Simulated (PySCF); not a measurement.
Fill in the blanks.

Compound: C8H7FSi.
Cartesian coordinates in Å at the GFN2-xTB level; atoms count from 1:
```
atom  x, y, z in Å
C1    -0.6095    3.1943   -1.8837
C2    -0.3951    2.0410   -1.6265
Si3   -0.0587    0.2671   -1.2236
F4     0.0836   -0.5167   -2.6340
C5    -1.4606   -0.4849   -0.2966
C6    -2.3655   -0.9846    0.3211
C7    -3.4523   -1.5863    1.0573
C8     1.5299    0.0827   -0.3104
C9     2.5605   -0.0471    0.2990
C10    3.7992   -0.2030    1.0249
H11   -0.7971    4.2033   -2.1154
H12   -3.0922   -1.9506    2.0195
H13   -3.8653   -2.4228    0.4939
H14   -4.2388   -0.8514    1.2283
H15    4.1453    0.7672    1.3816
H16    4.5605   -0.6338    0.3746
H17    3.6489   -0.8623    1.8801
```

| property | level | value |
| --- | --- | --- |
| rotational constants A, B, C of the GFN2-xTB geometry | GFN2-xTB | ? |
| dipole moment | PBE0/pcSseg-1 | ? |
| HOMO energy | PBE0/pcSseg-1 | -7.75 eV |
| LUMO energy | PBE0/pcSseg-1 | ? |
| 13C chemical shifts (computed TMS as zero) by class | GIAO PBE0/pcSseg-1 | ? |
| 1H chemical shifts (computed TMS as zero) by class | GIAO PBE0/pcSseg-1 | 2.09 (H12/H13/H14/H15/H16/H17), 1.84 (H11) ppm |
| isotropic shieldings of nuclei other than C and H, by class | GIAO PBE0/pcSseg-1 | ? |

Gas-phase values; electronic properties from PySCF, density fitting. Isolated species at its GFN2-xTB geometry, gas phase. GFN2-xTB frequencies show an imaginary mode (28i cm⁻¹), so this geometry is no minimum at that level.

Task: Give the rotational constants A, B, C of the GFN2-xTB geometry.

Result: 1.072, 0.682, 0.509 GHz.

Task: What is the dipole moment?

Result: 3.15 D.

Task: What are the 13C chemical shifts (computed TMS as zero) by class?

Result: 110.6 (C6/C9), 99.4 (C1), 88.0 (C2), 84.1 (C5/C8), 5.7 (C7/C10) ppm.

Task: The isotropic shieldings of nuclei other than C and H, by class?

Result: 327 (F4), 422 (Si3) ppm.

Task: The LUMO energy?

Result: -0.91 eV.

The dipole matches unit charges of opposite sign 0.66 Å apart (1 e·Å = 4.8032 D). With B = h/(8π²I), that is 505.379 GHz u Å² over I, the principal moments of inertia are 471.6, 741.3 and 992.4 u Å² (most abundant isotopes); the inertial defect Ic − Ia − Ib is -220.5 u Å² (zero for a rigid planar frame, negative otherwise). The rotational constants make it an asymmetric top with κ = (2B − A − C)/(A − C) = -0.39, nearer the prolate limit (−1).
